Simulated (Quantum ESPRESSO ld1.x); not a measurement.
Question: Radial electron density D(r) = 4 pi r^2 rho(r) of an atom or ion with 39 electrons. All-electron calculation, scalar-relativistic Kohn-Sham, LDA (Slater exchange, VWN5 correlation), spin-polarised, spherical densities, point nucleus. Program: ld1.x of Quantum ESPRESSO 7.5.

```
   r/bohr * D(r) (the largest magnitude, 65.6, reaches the edge; | marks zero)
 0.003692 |      *
  0.00423 |       *
 0.004885 |         *
 0.005641 |            *
 0.006463 |              *
 0.007464 |                  *
 0.008551 |                     *
 0.009876 |                         *
  0.01141 |                             *
  0.01307 |                                 *
  0.01509 |                                     *
  0.01729 |                                        *
  0.01997 |                                          *
  0.02306 |                                           *
  0.02642 |                                           *
  0.03051 |                                          *
  0.03496 |                                        *
  0.04037 |                                      *
  0.04662 |                                     *
  0.05341 |                                     *
  0.06169 |                                       *
  0.07067 |                                           *
  0.08162 |                                                *
  0.09426 |                                                    *
    0.108 |                                                      *
   0.1247 |                                                    *
    0.144 |                                               *
    0.165 |                                         *
   0.1906 |                                   *
   0.2183 |                                 *
   0.2522 |                                   *
   0.2912 |                                       *
   0.3336 |                                         *
   0.3853 |                                       *
   0.4415 |                                 *
   0.5098 |                        *
   0.5888 |                *
   0.6746 |           *
   0.7791 |         *
   0.8926 |        *
    1.031 |        *
     1.19 |        *
    1.364 |      *
    1.575 |    *
    1.805 |  *
    2.084 | *
    2.407 |*
    2.758 *
    3.185 *
    3.649 *
    4.214 *
    4.866 *
    5.575 *
    6.439 *
```

What is the nuclear charge?

Answer: Z = 42. The innermost maximum, from 1s, lies near gamma/Z bohr with gamma = sqrt(1 - (Z/c)^2) = 0.952, here 0.0227 bohr (found: 0.0248), and its height grows with Z. The density is that of the molybdenum ion Mo3+ in [Ar] 3d10 4s2 4p5.75 4d3 5s0.25; the configuration itself is not fixed sharply by these data, and Z only to a few units. D(r) has 4 maxima, at r = 0.0248, 0.109, 0.342, 0.959 bohr, and minima at 0.0497, 0.220, 0.864 bohr, inside which lie 2.03, 11.11, 29.51 electrons.
